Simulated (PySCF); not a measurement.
Species: C₅H₇B.
Cartesian coordinates in Å at the GFN2-xTB level; atoms count from 1:
```
atom  x, y, z in Å
C1     3.4781   -0.4453   -0.9085
C2     2.3587   -0.4889   -0.4615
B3     0.9491   -0.5286    0.0669
C4     0.0895    0.7478   -0.0738
C5    -1.2358    0.8633    0.0814
C6    -2.1960   -0.2282    0.3992
H7     4.4560   -0.4110   -1.2956
H8     0.5622   -1.5164    0.5659
H9     0.6101    1.6626   -0.3431
H10   -1.7075    1.8328   -0.0546
H11   -2.8679   -0.3823   -0.4463
H12   -2.8120    0.0566    1.2522
H13   -1.6889   -1.1619    0.6164
```

The closed-shell ground state was solved at several levels (PySCF, density fitting, gas phase, non-relativistic).

```tsv
level	basis functions	HOMO (eV)	LUMO (eV)	gap (eV)	dipole (D)
PBE0/pcSseg-1	137	-7.68	-2.22	5.46	1.17
B3LYP/def2-SVPD	176	-7.46	-2.40	5.06	1.14
```

**Question.** What might B3LYP/pcJ-1 (232 basis functions) give for the same quantities?

**Answer.** HOMO -7.43 eV, LUMO -2.37 eV, gap 5.06 eV, dipole 1.15 D.

**Question.** How far do the dipole and the HOMO energy spread over the levels?

**Answer.** The dipole runs from 1.14 to 1.17 D (mean 1.15 D) and the HOMO from -7.68 to -7.43 eV.

One conformer stands for the species.
